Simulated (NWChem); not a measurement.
Program: NWChem. System: F2Si, charge 0, spin multiplicity 1, at a geometry optimised with PBE/def2-SVP. The structure started from a generated list of species. Level: PBE0/6-311++G** (spherical d).

Job file:

```
start mol
memory heap 200 mb stack 900 mb global 1100 mb
geometry units angstroms nocenter noautoz
  Si     0.000000     0.000000     0.590612
  F     -1.266018     0.000000    -0.459365
  F      1.266018     0.000000    -0.459365
  symmetry group C2v
end
basis spherical
  * library 6-311++g**
end
dft
  xc pbe0
  semidirect memsize 60000000 filesize 0
  iterations 100
end
task dft energy
```

NWChem printed:

```
             Northwest Computational Chemistry Package (NWChem) 7.3.0
             --------------------------------------------------------

                                NWChem Input Module
                                -------------------

 Scaling coordinates for geometry "geometry" by  1.889725989
 (inverse scale =  0.529177249)

 Turning off AUTOSYM since
 SYMMETRY directive was detected!

                             Geometry "geometry" -> ""
                             -------------------------

 Output coordinates in angstroms (scale by  1.889725989 to convert to a.u.)

  No.       Tag          Charge          X              Y              Z
 ---- ---------------- ---------- -------------- -------------- --------------
    1 Si                  14.0000     0.00000000     0.00000000     0.59061200
    2 F                    9.0000    -1.26601800     0.00000000    -0.45936500
    3 F                    9.0000     1.26601800     0.00000000    -0.45936500

 Effective nuclear repulsion energy (a.u.)      98.0054281715

            Nuclear Dipole moment (a.u.)
            ----------------------------
        X                 Y               Z
 ---------------- ---------------- ----------------
     0.0000000000     0.0000000000    -0.0000037795

      Symmetry information
      --------------------

 Group name             C2v
 Group number             16
 Group order               4
 No. of unique centers     2

      Symmetry unique atoms

     1    2


 Summary of "ao basis" -> "" (spherical)
 ------------------------------------------------------------------------------
       Tag                 Description            Shells   Functions and Types
 ---------------- ------------------------------  ------  ---------------------
 *                         6-311++g**                 on all atoms

                                 NWChem DFT Module
                                 -----------------

 Summary of "ao basis" -> "ao basis" (spherical)
 ------------------------------------------------------------------------------
       Tag                 Description            Shells   Functions and Types
 ---------------- ------------------------------  ------  ---------------------
 Si                        6-311++g**               14       30   7s6p1d
 F                         6-311++g**               10       22   5s4p1d

 Summary of "ao basis" -> "ao basis" (spherical)
 ------------------------------------------------------------------------------
       Tag                 Description            Shells   Functions and Types
 ---------------- ------------------------------  ------  ---------------------
 Si                        6-311++g**               14       30   7s6p1d
 F                         6-311++g**               10       22   5s4p1d

      Symmetry analysis of basis
      --------------------------

        a1         31
        a2          7
        b1         23
        b2         13

            General Information
            -------------------
          SCF calculation type: DFT
          Wavefunction type:  closed shell.
          No. of atoms     :     3
          No. of electrons :    32
           Alpha electrons :    16
            Beta electrons :    16
          Charge           :     0
          Spin multiplicity:     1
          Use of symmetry is: on ; symmetry adaption is: on
          Maximum number of iterations: 100
          AO basis - number of functions:    74
                     number of shells:    34
          Convergence on energy requested:  1.00D-06
          Convergence on density requested:  1.00D-05
          Convergence on gradient requested:  5.00D-04

              XC Information
              --------------
                         PBE0 Method XC Functional
                     Hartree-Fock (Exact) Exchange  0.250
          PerdewBurkeErnzerhof Exchange Functional  0.750
            Perdew 1991 LDA Correlation Functional  1.000 local
           PerdewBurkeErnz. Correlation Functional  1.000 non-local

             Grid Information
             ----------------
          Grid used for XC integration:  medium
          Radial quadrature: Mura-Knowles
          Angular quadrature: Lebedev.
          Tag              B.-S. Rad. Rad. Pts. Rad. Cut. Ang. Pts.
          ---              ---------- --------- --------- ---------
          Si                  1.10       88           9.0       590
          F                   0.50       49           9.0       434
          Grid pruning is: on
          Number of quadrature shells:   137
          Spatial weights used:  Erf1

          Convergence Information
          -----------------------
          Convergence aids based upon iterative change in
          total energy or number of iterations.
          Levelshifting, if invoked, occurs when the
          HOMO/LUMO gap drops below (HL_TOL):  1.00D-02
          DIIS, if invoked, will attempt to extrapolate
          using up to (NFOCK): 10 stored Fock matrices.

                    Damping( 0%)  Levelshifting(0.5)       DIIS
                  --------------- ------------------- ---------------
          dE  on:    start            ASAP                start
          dE off:    2 iters        100 iters           100 iters

      Screening Tolerance Information
      -------------------------------
          Density screening/tol_rho:  1.00D-10
          AO Gaussian exp screening on grid/accAOfunc:  14
          CD Gaussian exp screening on grid/accCDfunc:  20
          XC Gaussian exp screening on grid/accXCfunc:  20
          Schwarz screening/accCoul:  1.00D-08

      Superposition of Atomic Density Guess
      -------------------------------------

 Sum of atomic energies:        -487.65250081

      Non-variational initial energy
      ------------------------------

 Total energy =    -487.786175
 1-e energy   =    -873.834859
 2-e energy   =     288.043256
 HOMO         =      -0.321933
 LUMO         =      -0.035998

      Symmetry analysis of molecular orbitals - initial
      -------------------------------------------------

  Numbering of irreducible representations:

     1 a1          2 a2          3 b1          4 b2

  Orbital symmetries:

     1 a1          2 a1          3 b1          4 a1          5 b1
     6 a1          7 b2          8 a1          9 b1         10 a1
    11 b1         12 a1         13 b2         14 a2         15 b1
    16 a1         17 b2         18 b1         19 a1         20 a1
    21 b2         22 b1         23 a1         24 b1         25 a1
    26 b2

------------------------------------------------------------
EAF file 0: "./mol.aoints.0" size=524288 bytes
------------------------------------------------------------
               write      read    awrite     aread      wait
               -----      ----    ------     -----      ----
     calls:        1         0         0         0         0
   data(b): 5.24e+05  0.00e+00  0.00e+00  0.00e+00
   time(s): 0.00e+00  0.00e+00  0.00e+00  0.00e+00  0.00e+00
rate(mb/s): 0.00e+00  0.00e+00
------------------------------------------------------------

   convergence    iter        energy       DeltaE   RMS-Dens  Diis-err    time
 ---------------- ----- ----------------- --------- --------- ---------  ------
 d= 0,ls=0.0,diis     1   -488.9197301989 -5.87D+02  1.73D-02  1.10D+00     0.6
 d= 0,ls=0.0,diis     2   -488.7844113616  1.35D-01  8.22D-03  2.86D+00     0.7
 d= 0,ls=0.0,diis     3   -489.0164786411 -2.32D-01  1.65D-03  1.61D-02     0.7
 d= 0,ls=0.0,diis     4   -489.0174235810 -9.45D-04  2.67D-04  7.01D-04     0.8
 d= 0,ls=0.0,diis     5   -489.0174829397 -5.94D-05  3.35D-05  2.65D-05     0.9
  Resetting Diis
 d= 0,ls=0.0,diis     6   -489.0174846968 -1.76D-06  1.02D-05  2.22D-07     1.0
 d= 0,ls=0.0,diis     7   -489.0174847169 -2.00D-08  9.28D-07  4.96D-09     1.0

         Total DFT energy =     -489.017484716861
      One electron energy =     -875.017641640985
           Coulomb energy =      329.539691137651
    Exchange-Corr. energy =      -41.544962384982
 Nuclear repulsion energy =       98.005428171454

 Numeric. integr. density =       32.000003458444

     Total iterative time =      0.8s

                  Occupations of the irreducible representations
                  ----------------------------------------------

                     irrep           alpha         beta
                     --------     --------     --------
                     a1                8.0          8.0
                     a2                1.0          1.0
                     b1                5.0          5.0
                     b2                2.0          2.0

                       DFT Final Molecular Orbital Analysis
                       ------------------------------------

 Vector   14  Occ=2.000000D+00  E=-4.569359D-01  Symmetry=a2
              MO Center= -5.2D-14, -1.1D-14, -4.4D-01, r^2= 2.1D+00
   Bfn.  Coefficient  Atom+Function         Bfn.  Coefficient  Atom+Function
  ----- ------------  ---------------      ----- ------------  ---------------
    38      0.319873  2 F  py                60     -0.319873  3 F  py
    42      0.291497  2 F  py                64     -0.291497  3 F  py
    34      0.219850  2 F  py                56     -0.219850  3 F  py
    26     -0.066962  1 Si d -2              46      0.050574  2 F  py
    68     -0.050574  3 F  py

 Vector   15  Occ=2.000000D+00  E=-4.420338D-01  Symmetry=b1
              MO Center= -8.6D-15,  1.0D-14, -4.2D-01, r^2= 2.2D+00
   Bfn.  Coefficient  Atom+Function         Bfn.  Coefficient  Atom+Function
  ----- ------------  ---------------      ----- ------------  ---------------
    37      0.267955  2 F  px                59      0.267955  3 F  px
    41      0.246702  2 F  px                63      0.246702  3 F  px
    39     -0.187169  2 F  pz                61      0.187169  3 F  pz
    33      0.184430  2 F  px                55      0.184430  3 F  px
    43     -0.173952  2 F  pz                65      0.173952  3 F  pz

 Vector   16  Occ=2.000000D+00  E=-3.200144D-01  Symmetry=a1
              MO Center= -7.8D-16,  1.9D-15,  8.4D-01, r^2= 2.1D+00
   Bfn.  Coefficient  Atom+Function         Bfn.  Coefficient  Atom+Function
  ----- ------------  ---------------      ----- ------------  ---------------
     6      0.712717  1 Si s                  5      0.409378  1 Si s
     4     -0.232702  1 Si s                 18      0.221569  1 Si pz
    39     -0.158335  2 F  pz                61     -0.158335  3 F  pz
    43     -0.152250  2 F  pz                65     -0.152250  3 F  pz
    15      0.139977  1 Si pz                 3     -0.137457  1 Si s

 Vector   17  Occ=0.000000D+00  E=-9.523092D-02  Symmetry=b2
              MO Center= -6.3D-16,  1.3D-13,  6.8D-01, r^2= 2.9D+00
   Bfn.  Coefficient  Atom+Function         Bfn.  Coefficient  Atom+Function
  ----- ------------  ---------------      ----- ------------  ---------------
    17      0.558461  1 Si py                20      0.485250  1 Si py
    14      0.200012  1 Si py                11     -0.156856  1 Si py
    38     -0.130295  2 F  py                42     -0.130732  2 F  py
    60     -0.130295  3 F  py                64     -0.130732  3 F  py
    46     -0.127354  2 F  py                68     -0.127354  3 F  py

 Vector   18  Occ=0.000000D+00  E=-9.049367D-03  Symmetry=b1
              MO Center= -3.5D-16, -9.0D-17,  1.0D+00, r^2= 5.8D+00
   Bfn.  Coefficient  Atom+Function         Bfn.  Coefficient  Atom+Function
  ----- ------------  ---------------      ----- ------------  ---------------
    19      0.634117  1 Si px                16      0.508929  1 Si px
    23      0.501283  1 Si px                44      0.431124  2 F  s
    66     -0.431124  3 F  s                 40      0.146415  2 F  s
    62     -0.146415  3 F  s                 43      0.133660  2 F  pz
    65     -0.133660  3 F  pz                47      0.100211  2 F  pz

 Vector   19  Occ=0.000000D+00  E= 9.754309D-03  Symmetry=a1
              MO Center=  2.2D-14, -1.4D-14, -9.7D-02, r^2= 7.3D+00
   Bfn.  Coefficient  Atom+Function         Bfn.  Coefficient  Atom+Function
  ----- ------------  ---------------      ----- ------------  ---------------
     6      0.829138  1 Si s                 22      0.754123  1 Si s
    21     -0.717785  1 Si pz                44     -0.712117  2 F  s
    66     -0.712117  3 F  s                 25     -0.570057  1 Si pz
    18     -0.455306  1 Si pz                45     -0.183951  2 F  px
    67      0.183951  3 F  px                40     -0.164978  2 F  s

 center of mass
 --------------
 x =   0.00000000 y =   0.00000000 z =  -0.02666404

 moments of inertia (a.u.)
 ------------------
          63.435633835790           0.000000000000           0.000000000000
           0.000000000000         280.918203286829           0.000000000000
           0.000000000000           0.000000000000         217.482569451039

     Multipole analysis of the density
     ---------------------------------

     L   x y z        total         alpha         beta         nuclear
     -   - - -        -----         -----         ----         -------
     0   0 0 0     -0.000000    -16.000000    -16.000000     32.000000

     1   1 0 0     -0.000000     -0.000000     -0.000000      0.000000
     1   0 1 0     -0.000000     -0.000000     -0.000000      0.000000
     1   0 0 1      0.677419      0.338711      0.338711     -0.000004

     2   2 0 0    -19.430808    -61.228772    -61.228772    103.026735
     2   1 1 0     -0.000000     -0.000000     -0.000000      0.000000
     2   1 0 1     -0.000000     -0.000000     -0.000000      0.000000
     2   0 2 0    -14.756114     -7.378057     -7.378057      0.000000
     2   0 1 1      0.000000      0.000000      0.000000      0.000000
     2   0 0 2    -17.569849    -24.286571    -24.286571     31.003292

 Task  times  cpu:        1.0s     wall:        1.0s

 Total times  cpu:        1.1s     wall:        1.1s
```
